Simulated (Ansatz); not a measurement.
`[NH2][Ta]([OH])(=[S])[Cl]` + NH₃ → `[NH2][Ta]([NH2])([OH])=[S]` + HCl  (ligand exchange at a Ta–Cl bond)

Gas-phase electronic energies from Ansatz, PBE0-D4/def2-TZVP geometries. CBS: MP2 limit from def2 TZ/QZ plus the TZ coupled-cluster correction, frozen cores. This one scheme is used for every species. DFT in def2-TZVPP. def2 core potentials past Kr. For Ta outer-core shells are correlated without core-valence functions, which leaves a few kJ/mol of doubt a bond. Each species was taken in one conformer, which may not be the lowest.

Problem. Is it downhill or uphill in electronic energy at CCSD(T)/CBS, and by how much? (Estimate.)

Solution. Computed: Uphill: ΔE = +0.84 eV.

Problem. What do these levels give: B97M-V, PBE0-D4, ωB97X-V, MP2/def2-SVP, SCS-MP2/def2-TZVPP, SCS-MP2/def2-QZVPP? (An estimate is asked.)

Solution. The calculation gave: B97M-V 0.92, PBE0-D4 0.87, ωB97X-V 0.83, MP2/def2-SVP 0.88, SCS-MP2/def2-TZVPP 0.89, SCS-MP2/def2-QZVPP 0.90 eV.

Largest T1 diagnostic among the species: 0.020.

At CCSD(T), def2-SVP lies −0.04 eV from the extrapolated value and def2-TZVPP −0.01 eV. Leaving LDA and LC-ωPBE aside and taking each functional with its dispersion term where it has one, the values, not all of them listed here, spread over 0.12 eV, from CAM-B3LYP-D4 to B97M-V. LDA lies −0.07 eV from PBE without D4.
